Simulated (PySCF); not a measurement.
A structure optimised at PBE-D3(BJ)/def2-SVP, used in a PySCF frequency run:

```xyz
16

C     -1.6787    -1.4493    -1.3403
C     -1.2407    -0.5314    -0.1862
N     -1.2258    -1.1493     1.1450
Si     0.4800     0.2473    -0.4746
C      1.8530    -0.9552    -0.0229
Cl     0.6714     1.9600     0.7138
H     -1.7211    -0.9129    -2.3114
H     -2.6877    -1.8727    -1.1443
H     -0.9816    -2.3067    -1.4631
H     -1.9334     0.3390    -0.1391
H     -0.6756    -2.0185     1.1176
H     -2.1767    -1.4341     1.4176
H      0.6110     0.6955    -1.9063
H      2.8487    -0.4897    -0.1606
H      1.8048    -1.8642    -0.6583
H      1.7554    -1.2561     1.0397
```
Charge 0, spin multiplicity 1.

Problem. Write its SMILES and formula.

Solution. C[C@@H](N)[Si@H](C)Cl, C3H10ClNSi

Problem. What are its rotational constants (standard atomic weights)?

Solution. 3.0222, 1.3847, 1.2373 GHz
